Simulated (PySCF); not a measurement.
## From a computed spectrum to the compound

A species of 8 atoms with charge 0 has these harmonic modes (BP86, small Gaussian bases with core potentials, PySCF 2.14.0):

| cm⁻¹ | km/mol | symmetry |
| --- | --- | --- |
| 115 | 0.0 | ag |
| 150 | 54.5 | b2u |
| 250 | 0.0 | b2g |
| 254 | 0.0 | b3g |
| 254 | 671.8 | b3u |
| 264 | 0.0 | au |
| 541 | 0.0 | b1g |
| 550 | 158.4 | b1u |
| 560 | 0.0 | ag |
| 632 | 62.3 | b2u |
| 953 | 602.8 | b3u |
| 1062 | 0.0 | ag |
| 1159 | 0.0 | b2g |
| 1299 | 2208.4 | b1u |
| 1450 | 0.0 | b3g |
| 1458 | 1184.7 | b2u |
| 1491 | 322.4 | b1u |
| 1503 | 0.0 | ag |

Task: Which species is it, and in which structure?

Result: Tm2H6 (singlet in the valence; each metal's 4f electrons, 12 of them, lie in its core potential, out of spins and levels):
```xyz
8

Tm    0.0000    0.0000    1.7392
Tm    0.0000    0.0000   -1.7392
H     1.2513    0.0000    0.0000
H    -1.2513    0.0000    0.0000
H     0.0000    1.6511    2.8195
H     0.0000   -1.6511    2.8195
H     0.0000    1.6511   -2.8195
H     0.0000   -1.6511   -2.8195
```
Ideal gas at 298.15 K and 1 bar: S = 363.7 J/(mol K), Cp = 103.1 J/(mol K), H − H(0 K) = 20.7 kJ/mol (rigid rotor, harmonic modes, spin degeneracy alone, that of the 4f electrons in the core included). An lcecp potential fixes the number of 4f electrons, so in runs with it no electron can move into or out of that shell.
 This is one of several that fit.
